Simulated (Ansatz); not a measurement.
The cluster Li4Te2⁺. The state is a doublet with charge 1. Geometry PBE-D4/def2-SVP.

```xyz
6

Li   -0.9023    1.2627    0.3887
Li   -0.8025    0.8191   -4.4567
Li    1.0125   -1.1842   -0.3914
Li    0.6222   -0.9443    4.4615
Te   -0.2834    0.4170   -2.0228
Te    0.3535   -0.3703    2.0206
```

In the def2 sets Te takes a core potential; there is no spin–orbit coupling. LC-ωPBE has ω = 0.4 bohr⁻¹. Another isomer (doublet) lies 0.52 eV lower at PBE0-D4/def2-TZVP; other spin states weren't run for this one.

Problem. Estimate the α-spin orbital energies around the gap (eV) in Ansatz with PBE-D4/def2-TZVP, revPBE-D4/def2-TZVP, r2SCAN-D4/def2-TZVP, PBE0-D4/def2-TZVP, LC-ωPBE/def2-TZVP.

Solution. 
```csv
orbital,PBE-D4/def2-TZVP,revPBE-D4/def2-TZVP,r2SCAN-D4/def2-TZVP,PBE0-D4/def2-TZVP,LC-ωPBE/def2-TZVP
HOMO−9,-42.28,-42.22,-43.11,-45.46,-46.19
HOMO−8,-42.28,-42.22,-43.11,-45.45,-46.19
HOMO−7,-17.15,-17.07,-17.65,-18.95,-23.92
HOMO−6,-16.99,-16.91,-17.48,-18.76,-20.81
HOMO−5,-9.59,-9.51,-9.75,-10.67,-13.96
HOMO−4,-8.55,-8.49,-8.70,-9.51,-13.49
HOMO−3,-8.39,-8.34,-8.65,-9.42,-12.98
HOMO−2,-8.34,-8.28,-8.50,-9.32,-11.22
HOMO−1,-8.27,-8.21,-8.44,-9.24,-10.47
HOMO,-8.07,-8.02,-8.33,-9.08,-10.00
LUMO,-4.60,-4.63,-3.79,-4.04,-3.23
LUMO+1,-4.43,-4.49,-3.56,-3.88,-2.16
LUMO+2,-3.80,-3.76,-3.11,-3.22,-1.85
LUMO+3,-3.40,-3.33,-2.77,-2.78,-1.66
LUMO+4,-3.39,-3.33,-2.69,-2.77,-1.62
LUMO+5,-3.07,-3.03,-2.33,-2.45,-1.28
β HOMO,-7.83,-7.74,-7.80,-8.22,-9.70
β LUMO,-7.45,-7.36,-7.38,-6.96,-5.31
```
